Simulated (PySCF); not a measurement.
Level of theory: B3LYP-D3(BJ)/def2-TZVP (PySCF 2.14.0). Isolated molecules, 0 K electronic values unless said otherwise. B3LYP has the VWN-RPA correlation part, as in Gaussian. 

Reference species (SMILES): `[Br]` (neutral, multiplicity 2).

| Quantity | Value |
|---|---|
| dipole moment | 0.00 D |

Changed species: `Br[C](Br)Br` (radical fragment; the reference has radical fragment).

Question: What does the change do to the dipole moment?

Answer: the dipole moment increases by 0.20 D, to 0.20 D.
